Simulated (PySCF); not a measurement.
C4HFNO2 (doublet state).
Structure used (GFN2-xTB), in Å, numbered top down from 1:
```
atom  x, y, z in Å
N1     2.4686   -0.7467    0.3275
C2     1.4466   -0.2780    0.0963
C3     0.1853    0.2297   -0.2504
C4    -0.2217    1.4740    0.0089
F5    -1.4119    1.9235   -0.3623
O6    -0.7477   -0.7197   -0.8785
C7    -1.1289   -1.7488   -0.2565
O8    -0.9520   -2.3358    0.7561
H9     0.3754    2.2078    0.5337
```

The hyperfine couplings belong to this conformer and change with its torsions.

As a line formula: `N#C/C(=C/F)O[C]=O` [radical].

Level of theory: UKS B3LYP, pcH-1 on C F H N O, non-relativistic, mean-field spin-orbit, GIAO in PySCF. Geometry: GFN2-xTB, one conformer, isolated molecule. The geometry wasn't refined by DFT: couplings that depend on bond lengths, twists or pyramidal angles can differ widely from those at the functional's own minimum. Stability of the SCF solution: not tested.

(1) The isotropic 13C couplings are +552.0, +101.8, -7.3, -3.2 MHz. Assign them to C2; C3; C4; C7.

(2) The isotropic 17O couplings are -368.4, -57.6 MHz. Assign them to O6; O8.

Results:

(1) 
```
site  a_iso (MHz)  ρ(0) (bohr⁻³)                 position  distance from C7 (Å)  spin population  largest |T| (MHz)
  C2         -3.2        -0.0028          3 bonds from C7                  2.99            -0.03                3.4
  C3       +101.8        +0.0906          2 bonds from C7                  2.38            +0.14               20.7
  C4         -7.3        -0.0065          3 bonds from C7                  3.36            -0.02                4.3
  C7       +552.0        +0.4911  largest spin population                  0.00            +0.67               93.0
```

(2) 
```
site  a_iso (MHz)  ρ(0) (bohr⁻³)        position  distance from C7 (Å)  spin population  largest |T| (MHz)
  O6       -368.4        +0.6077  1 bond from C7                  1.26            -0.02                9.8
  O8        -57.6        +0.0951  1 bond from C7                  1.18            +0.20               93.4
```

ρ(0) is the spin density at the nucleus and T the dipolar tensor. The largest Mulliken spin populations are on C7 (+0.67), O8 (+0.20) and C3 (+0.14).

Time: 78 s (grids of density and orbitals included); peak memory 0.81 GiB. Hardware: an AMD EPYC with one thread, shared host.
